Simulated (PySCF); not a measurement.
A small calculation by hand: oscillator strength and radiative lifetime

C6H10, SMILES CC=C=CCC.

Geometry: PBE0-D3(BJ)/def2-SVP. The structure was generated by enumeration; whether it is a known compound was not checked. The values are those of a single conformer.

TDA-PBE0/def2-SVPD (PySCF 2.14.0) puts the first singlet state with f over 0.02 at 6.89 eV (vertical), with the transition dipole (0.392, -0.305, 0.218) in atomic units.

Q: Find the oscillator strength, the wavelength and the radiative lifetime that this transition would have in vacuum if emission retraced absorption.

A: 
|μ|² = 0.2942 au, so |μ| = 1.38 D. ΔE = 6.89/27.211 = 0.2532 hartree. f = (2/3) ΔE |μ|² = 0.050 (the program prints 0.050).
λ = 1239.84/6.89 = 180 nm; ν = 55572 cm⁻¹.
Einstein's coefficient A = 0.6670 ν² f s⁻¹ (ν in cm⁻¹) = 1.0e8 s⁻¹, so τ = 1/A = 9.8 ns. This state is S4; the lower singlets have f = 0.000, 0.001, 0.019. The figure is the radiative limit of this one transition; relaxation, internal conversion, crossing to triplets and a medium change what is measured.
